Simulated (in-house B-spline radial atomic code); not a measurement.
Configurations of Cu2+, with energies counted from [Ar] 3d9. Computed with a radial B-spline atomic code at the basis-set limit: scalar-relativistic (X2C) BHandHLYP, spin-polarised, spherical fractional occupations, exact exchange averaged over the configuration, Fermi nucleus of rms radius 3.8823 fm. Shells without spins written out take the highest spin.

Occupations are held fixed; configurations that lie above the ionisation limit could autoionise.

```json
{"configuration": "[Ar] 3d8 4s1", "E - E(ref) (eV)": "7.5537", "highest orbital": "4s up", "its <r> (bohr)": "2.2"}
{"configuration": "[Ar] 3d8 4f1", "E - E(ref) (eV)": "29.329", "highest orbital": "4f up", "its <r> (bohr)": "5.81"}
{"configuration": "[Ne] 3s2 3p5 3d9 4p1", "E - E(ref) (eV)": "87.286", "highest orbital": "4p up", "its <r> (bohr)": "2.601"}
{"configuration": "[Ne] 3s2 3p5 3d9 4d1", "E - E(ref) (eV)": "96.489", "highest orbital": "4d up", "its <r> (bohr)": "3.839"}
```

Task: Order these further configurations by energy, lowest first.
A. [Ar] 3d8 4p1
B. [Ne] 3s2 3p5 3d10
C. [Ne] 3s2 3p5 3d9 4f1
D. [Ne] 3s2 3p5 3d9 4s1
E. [Ar] 3d8 4d1

Result: A (15.09 eV), E (24.244 eV), B (72.171 eV), D (79.712 eV), C (101.63 eV).
